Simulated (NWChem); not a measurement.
Species: C$_{3}$H$_{7}$FSi; SMILES F[SiH]1CCC1

```xyz
12

F     -0.3516     2.0276     0.0000
Si     0.3899     0.5854     0.0000
C     -0.1780    -0.7430     1.2124
C     -0.0734    -1.7368     0.0000
C     -0.1780    -0.7430    -1.2124
H      1.8545     0.8646     0.0000
H      0.4057    -1.0023     2.0993
H     -1.2237    -0.6065     1.5117
H     -0.8389    -2.5204     0.0000
H      0.9032    -2.2336     0.0000
H     -1.2237    -0.6065    -1.5117
H      0.4057    -1.0023    -2.0993
```
Atoms are numbered in this order, from 1.

Computed with NWChem. Medium grid unless said otherwise, to which SCAN and Minnesota functionals are sensitive. Coordinates come from a B3LYP/6-31G* (spherical d) optimisation.

### Question
Order these by “highest occupied level (eV)”, lowest first: PBE/def2-SVP; B3LYP/def2-SVP; M05-2X/def2-SVP; Hartree-Fock/def2-SVP.

### Answer
Hartree-Fock/def2-SVP (-11.30), M05-2X/def2-SVP (-9.37), B3LYP/def2-SVP (-7.87), PBE/def2-SVP (-6.75)
